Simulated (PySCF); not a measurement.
Simulated N 1s region for Cu(NH3)(NH2), `[NH2][Cu]<-[NH3]`, binding energy against the vacuum level.

Every computed line was given a Gaussian of 1.0 eV full width at half maximum and an area set by the number of equivalent atoms; the highest printed point is 100. The calculation used PySCF 2.14.0, delta-SCF UKS SCAN, pcX-2 on the ionised atom (unc-x2c-TZVPall on a metal), pcseg-1 elsewhere, spin-free X2C.

binding energy (eV), intensity and a bar:
```
    400.8          0 
    401.0          1 
    401.2          4 #
    401.4         13 ####
    401.6         30 #########
    401.8         56 #################
    402.0         84 #########################
    402.2        100 ##############################
    402.4         96 #############################
    402.6         73 ######################
    402.8         45 ##############
    403.0         22 #######
    403.2          9 ###
    403.4          3 #
    403.6          1 
    403.8          0 
    404.0          0 
    404.2          0 
    404.4          0 
    404.6          0 
    404.8          0 
    405.0          0 
    405.2          0 
    405.4          0 
    405.6          0 
    405.8          0 
    406.0          0 
    406.2          1 
    406.4          3 #
    406.6          9 ###
    406.8         22 #######
    407.0         45 #############
    407.2         73 ######################
    407.4         96 #############################
    407.6        100 ##############################
    407.8         84 #########################
    408.0         56 #################
    408.2         30 #########
    408.4         13 ####
    408.6          4 #
    408.8          1 
    409.0          0
```

**Question.** How many maxima does the curve show, and how many computed lines lie under it?

**Answer.** The curve has 2 maxima (at 402.3 and 407.5 eV). Under it lie 2 lines from 2 inequivalent nitrogen sites.

**Question.** Decompose the envelope and assign each component. Bonds: Cu1–N2, Cu1–N6. Hydrogens: H3, H4, H5 on N2; H7, H8 on N6.

**Answer.** 
| position (eV) | relative area | line | atoms | environment |
| --- | --- | --- | --- | --- |
| 402.26 | 1 | N 1s | N6 | nitrogen bonded to Cu and 2 H |
| 407.54 | 1 | N 1s | N2 | nitrogen bonded to Cu and 3 H |

**Question.** Above which line width would these two lines show one maximum?

**Answer.** Two equal Gaussians merge once their distance is under 2σ = FWHM/1.177. With 5.28 eV between them that is a full width over 6.22 eV.

The listed N 1s values span 5.28 eV, from N6 (bonded to 2 H and Cu) to N2 (bonded to 3 H and Cu).

No satellites, vibrations or lifetime broadening are included. Isolated species at its PBE0-D3(BJ)/def2-SVP geometry, gas phase. Metal 2p energies of this one-determinant scheme are less reliable than its 1s energies.

The run took 13 s on an x86-64 server with one thread, on a shared host.
